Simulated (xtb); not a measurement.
C4H11FSi, SMILES CC(C)C[SiH2]F. All values are semi-empirical tight-binding results from xtb (GFN2-xTB unless named), good for trends rather than for accurate numbers. Coordinates come from a GFN2-xTB optimisation. The structure was generated by enumeration, and PubChem lists no compound with its InChIKey, so it may never have been made. The values are those of a single conformer.

Question: Estimate the properties. (The exact figures need the calculation; the answer reports its results.)

Answer: 
- orbital gap = 5.94 eV
- dipole moment = 1.87 D
- zero-point energy = 87.7 kcal/mol
- G − E(el) at 298.15 K (modified RRHO) = 66.9 kcal/mol
- static polarisability (D4 model) = 80.5 bohr³
- solvation energy, GFN2-xTB/ALPB(water) = -0.3 kcal/mol
- solvation energy, GFN2-xTB/ALPB(dmso) = -4.1 kcal/mol
